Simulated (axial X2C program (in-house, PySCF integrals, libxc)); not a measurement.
## TiO: from the spin-free to the two-component result

All values were computed with an axial X2C code built on PySCF integrals. Spin-free means the one-electron spin-free X2C Hamiltonian; two-component (2c) means X2C with spin–orbit coupling and atomic mean-field two-electron Coulomb and Gaunt terms, so the difference of the two also holds small scalar two-electron terms. Basis: Ti dyall-cv3z [10s10p6d4f2g], O dyall-av3z [7s6p3d2f] (cores contracted in-house); Gaussian nuclei, density fitting, unrestricted open shells. Masses: Ti 47.948 u, O 15.995 u.

Spin-free state: M_S = 1, Λ = 2 (beyond evenly filled blocks: σα, δ+α); fragments Ti + O.

```
level  Re (Å)  ωe (cm⁻¹)  De (eV)  μ (D)
 PBE0   1.598     1067.1    6.991  -3.58
 PW91   1.616     1017.2      n/a  -3.42
```

Dipoles are positive if O is the positive end.

Two-component determinant lowest at the distance of the search:

Ω = 1 (⟨Sz⟩ = -1.00, ⟨Lz⟩ = 2.00 at PBE0); fragments Ti + O.

```tsv
level	Re (Å)	ωe (cm⁻¹)	μ (D)
PBE0	1.598	1066.9	-3.58
PW91	1.616	1017.0	-3.42
```

Problem. From the two tables, how do the constants change at the PBE0 level (2c against spin-free)?

Solution. At the PBE0 level Re is unchanged within 0.001 Å and ωe is unchanged to within 0.2 cm⁻¹.

The state is a single determinant with fixed occupations, the lowest that a limited PBE0 search found. Dissociation energies refer to the lowest single-determinant-based atoms at the same level and basis. De is not given where an atomic determinant may have missed its ground term or J level, or where the truncated virtual space spoils (T). Density functionals use the spin component along the axis (collinear). Other states lie close and PBE0, whose exact exchange favours high spin, may order them wrongly; the determinant shown need not be the ground state. The nearest other spin-free determinant of the search, M_S = 0, Λ = 2, lies 0.34 eV up at the distance of the search. Without a current term, density functionals place determinants with orbital angular momentum somewhat too high. With several unpaired electrons one determinant need not be a pure state. The determinant is spin-polarised beyond a pure state at some levels (its spin-free form has ⟨S²⟩ too high), which makes Re and μ there less reliable.
